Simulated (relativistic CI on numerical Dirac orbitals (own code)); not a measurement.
Ta57+: sensitivity of the levels to the model

Base calculation: Dirac-Coulomb-Breit CI, orbitals from a KLI potential per configuration, model QED (radiative potential, 1s self-energy scaled to tabulated hydrogen-like ionisation energies), unscaled Slater integrals.

CI space (outside the closed core [Ne]): 3s2 3p4, 3s2 3p3 3d, 3s 3p5, 3p6, 3s 3p4 3d, 3s 3p3 3d2, 3p5 3d, 3s2 3p2 3d 4p, 3s 3p3 3d 4s, 3p5 4s, 3s2 3p3 4s, 3p5 4p, 3s2 3p3 4p, 3s2 3p3 4d, 3p4 3d 4p, 3s 3p4 4s, 3s2 3p3 4f, 3s 3p4 4p, 3s 3p4 4d, 3s 3p4 4f, 3s2 3p3 5s, 3s2 3p3 5p, 3s2 3p2 4s 4p, 3s2 3p3 5d, 3s2 3p3 5f, 3s2 3p3 5g, 3s 3p3 4s2, 3s 3p4 5s, 3s2 3p2 3d2, 3s2 3p 3d3, 3s 3p2 3d3, 3s2 3p 3d2 4s, 3s2 3p 3d2 4p, 3s2 3p 3d2 4d, 3p4 3d2, 3p3 3d3, 3p3 3d2 4s, 3p3 3d2 4p, 3p3 3d2 4d, 3s2 3p2 3d 4s, 3s 3p2 3d2 4s, 3s2 3p 3d 4s2, 3s2 3p 3d 4s 4p, 3s2 3p 3d 4s 4d, 3p4 3d 4s, 3p3 3d 4s2, 3p3 3d 4s 4p, 3p3 3d 4s 4d, 3s2 3p2 4s2, 3s 3p2 3d 4s2, 3s2 3p 4s2 4p, 3s2 3p 4s2 4d, 3s2 3p2 4p2, 3s2 3p 3d 4p2, 3s 3p2 3d 4p2, 3s2 3p 4s 4p2, 3s2 3p 4p3, 3s2 3p 4p2 4d, 3s 3p3 4s 4p, 3s 3p2 3d 4s 4p, 3s 3p2 4s2 4p, 3s 3p2 4s 4p2, 3s 3p2 4s 4p 4d. Double excitations out of closed p, d and f shells are left out; levels of such configurations are missing from the list, as are those of other unlisted configurations, and high levels can miss mixing partners. These lack a partner that the ground configuration has and come out too high: 3s2 3p3 4f, 3s 3p4 4p, 3s 3p4 4d, 3s 3p4 4f, 3s2 3p3 5s.

Variants: (1) configuration mixing switched off; (2) QED terms removed. Shifts of the energy above 3s2 3p4 3P_2, in eV, for the lowest level and the first level of each name with at least 55 % of one term (blank where a level changes its place among those of its configuration and J or its character, or is not in the variant):

```tsv
Level	Base	Δ(1)	Δ(2)
3s2 3p4 3P_2	0.000	0.000	0.000
3s2 3p4 1S_0	19.695	+1.143	+0.005
3s2 3p3 3d 3P°_0	239.560	-2.147	+0.807
3s2 3p4 3P_1	325.001	+1.216	-0.344
3s2 3p4 1D_2	334.557	+1.660	-0.339
3s2 3p2 3d2 3P_0	496.535	-3.239	+1.624
3s 3p5 3P°_2	505.363	+12.714	+3.464
3s2 3p3 3d 3G°_5	637.542	-2.063	+0.263
3s2 3p4 3P_0	666.858	+4.489	-0.633
3s 3p4 3d 3P_0	759.214	+12.910	+4.142
3s 3p4 3d 5F_5	796.963	+1.162	+4.447
```

At this charge energies of transitions that change n are usually good to better than 1 %, and those within a shell (Δn = 0) to a few per cent.

Ionisation energy from the two ground configurations alone: base 5784.92 eV. The NIST ASD value (theoretical) is 5785 eV.

LS names give the leading component of a level, which can be under half, so a name can repeat, a term be missing and a line seem to break the LS rules.
